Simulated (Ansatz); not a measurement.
Ansatz (an electronic-structure program) input (MP2/LANL2DZ): The .json file is the Basis Set Exchange's LANL2DZ.

Ansatz 0.2 input:
```yaml
crystal:
  periodic: [false, false, false]
  atoms:
    - {symbol: Sn, position_ang: [-0.13533936, -0.20004737, -0.10239354]}
    - {symbol: F, position_ang: [-1.15516598, 1.43207805, -0.02636242]}
    - {symbol: F, position_ang: [0.45204154, -0.53904553, 1.70030565]}
    - {symbol: F, position_ang: [1.45500976, 0.21834178, -1.10509022]}
basis:
  gaussian:
    orbitals: LANL2DZ.json
magnetization: {spin_polarized: true, initial_magnetization: 1}
correlation: {method: mp2, electrons: outside_noble_gas}
```

Problem. What final total energy does it give?

Solution. -302.08563 Eh.
